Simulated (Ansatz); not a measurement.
hydronium (SMILES [OH3+]) moved off its minimum; all values from Ansatz (an electronic-structure program), cores frozen in correlated methods.
(charge 1, multiplicity 1)
```xyz
4

O     -0.1928     0.1240    -0.0127
H     -0.6145    -0.5513    -0.1409
H     -0.1792     0.8272     0.0640
H      0.8938    -0.0320    -0.1702
```

```
level                largest force (eV/Å)  on atom  rms difference from CCSD(T)/aug-cc-pVTZ (eV/Å)  dipole (D)
-------------------  --------------------  -------  ----------------------------------------------  ----------
HF/def2-TZVPP                       34.81       H3                                           0.472           -
PBE/def2-TZVPP                      35.72       H3                                           0.266           -
r2SCAN/def2-TZVPP                   35.23       H3                                           0.113           -
B3LYP/def2-TZVPP                    35.30       H3                                           0.111           -
wB97M-V/def2-TZVPP                  35.33       H3                                           0.063           -
MP2/aug-cc-pVTZ                     35.40       H3                                           0.014           -
CCSD(T)/aug-cc-pVTZ                 35.39       H3                                           0.000           -
```

The differences count from one level among others, with limits of its own. Forces at CCSD(T)/aug-cc-pVTZ (eV/Å):

```
atom      Fx       Fy      Fz
----  ------  -------  ------
O1    15.049  -23.472  -2.092
H2    -8.957  -11.269  -2.266
H3    -2.494   35.083   3.885
H4    -3.598   -0.343   0.474
```
